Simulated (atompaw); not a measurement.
**Pseudopotential generation for gold (Au): PAW (atompaw), LDA (PW92), scalar-relativistic.**

atompaw 4.2.0.5 input, output lines left out:

```
Au 79
LDA-PW scalarrelativistic loggrid 2001 logderivrange -3 5 201
6 6 5 4 0 0
6 0 0
6 1 0
0 0 0
c
c
c
c
c
v
c
c
c
c
v
c
c
v
c
2
2.90 2.40 2.25 2.50
y
3.75
n
y
0.15
n
y
3.1
n
custom polynom2 7 10 vanderbiltortho sinc
3 0.5 vpsmatchnc
2.90
2.40
2.90
2.90
2.15
2.90
```

All-electron outer shells of the reference configuration (LDA (PW92), scalar-relativistic, ld1.x):

```tsv
shell	level (eV)	outermost node (bohr)	outermost maximum (bohr)
4f	-90.11	–	0.37
5p	-68.67	0.52	0.96
5d	-15.62	0.56	1.21
6s	-13.60	1.11	2.24
6p	-6.88	1.31	2.98
```

(1) Estimate the cutoffs (Ry, on a coarse ladder) from which the occupation-weighted sum of valence levels, in a spherical-Bessel basis at the reference potential, stays within 10 and 1 mRy of its value at 400 Ry.

(2) What does a ghost test show?

(3) Is the overlap operator S = 1 + Σ q|β⟩⟨β| positive definite (Bessel basis up to 400 Ry)?

## Answers

(1) 21 Ry and 35 Ry.

(2) Ghost state, extra bound levels that the all-electron valence spectrum of the same l lacks: s at -59.7 eV. A true bound ghost makes a file unfit for plane-wave use.

(3) Yes: its lowest eigenvalue is 0.35 (s channel).
